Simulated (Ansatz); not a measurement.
Cost and result for the atomization energy of `COB(S)Br` (9 atoms, 8 bonds).

```xyz
9

C    -1.0472    0.3473    0.9072
O    -0.1490    0.4269   -0.1837
B     0.7870   -0.4662   -0.5177
S     1.8582   -0.2028   -1.9430
Br    1.0873   -2.1073    0.4729
H    -2.0620    0.4469    0.5202
H    -0.8403    1.1753    1.5869
H    -0.9473   -0.5988    1.4407
H     1.3134    0.9786   -2.2834
```

Total charge 0; spin multiplicity 1. Correlated methods include outer-core shells of Br, which these sets cover unevenly. Scalar relativity is left out up to krypton. The geometry is a stationary point of PBE0-D4/def2-TZVP. It is one conformer, not always the lowest. Program: Ansatz. Hardware: A = 2 threads of an AMD EPYC 7R13 on a shared host; B = 2 threads of an AMD EPYC 7R13 on a shared host and a share of an NVIDIA H100 80 GB. Times are those of one run each, without the atoms' runs, and a repeat can differ threefold. Electronic energies, without spin–orbit coupling; frozen cores. CCSD(T)/CBS adds CCSD(T) − MP2 in def2-TZVPP to the MP2 limit, and its time is that of the two runs behind it. T1 = 0.011. With those shells the extrapolation isn't a true limit. B3LYP takes the VWN-RPA correlation (the form of Gaussian; ORCA's B3LYP/G).

CCSD(T)/CBS is a level of theory with its own doubt, some kJ/mol a heavy atom from the limit and from the frozen cores, so smaller differences don't rank the functionals.

```
                                 level  functions  atomization (kJ/mol)  difference from CCSD(T)/CBS  per bond
                 B2PLYP/def2-TZVPP [A]        239                3321.5                        -39.4      -4.9
  ωB97M-V/def2-TZVPP (with forces) [A]        239                3375.2                         14.3       1.8
                CCSD(T)/def2-TZVPP [B]        239                3269.1                        -91.8     -11.5
                     CCSD(T)/CBS(def2)          –                3360.9                          0.0       0.0
                PBE0-D4/def2-TZVPP [A]        239                3381.9                         21.0       2.6
   PBE-D4/def2-TZVPP (with forces) [A]        239                3450.2                         89.3      11.2
                    MP2/def2-QZVPP [B]        450                3411.0                         50.1       6.3
 B3LYP-D4/def2-TZVPP (with forces) [A]        239                3352.0                         -8.9      -1.1
                ωB97X-V/def2-TZVPP [A]        239                3367.5                          6.6       0.8
r2SCAN-D4/def2-TZVPP (with forces) [A]        239                3393.2                         32.3       4.0
```

(1) Order the runs by time, with rough figures. (Estimate.)

Results:

(1) Ansatz gave: PBE-D4/def2-TZVPP (with forces) [A] 3.5 s; PBE0-D4/def2-TZVPP [A] 4.5 s; MP2/def2-QZVPP [B] 5.5 s; r2SCAN-D4/def2-TZVPP (with forces) [A] 6.5 s; B3LYP-D4/def2-TZVPP (with forces) [A] 7 s; B2PLYP/def2-TZVPP [A] 7.5 s; CCSD(T)/def2-TZVPP [B] 8 s; ωB97X-V/def2-TZVPP [A] 11 s; CCSD(T)/CBS(def2) 14 s; ωB97M-V/def2-TZVPP (with forces) [A] 16 s.

From PBE to PBE0 (25 % exact exchange), in def2-TZVPP and without D4, the atomization energy moves by −65.0 kJ/mol: exact exchange takes away binding that semilocal exchange gives to molecules. The D4 term adds +35.5 kJ/mol with B3LYP and +18.6 kJ/mol with PBE0; it sums over pairs of atoms, weighted by their polarisabilities, and B3LYP, whose exchange is more repulsive, gets the larger term. In def2-TZVPP, CCSD(T) changes the Hartree–Fock value by +819.1 kJ/mol (the triples alone add +59.8 kJ/mol) and MP2 by +907.7 kJ/mol; breaking electron pairs costs correlation energy, which Hartree–Fock lacks.
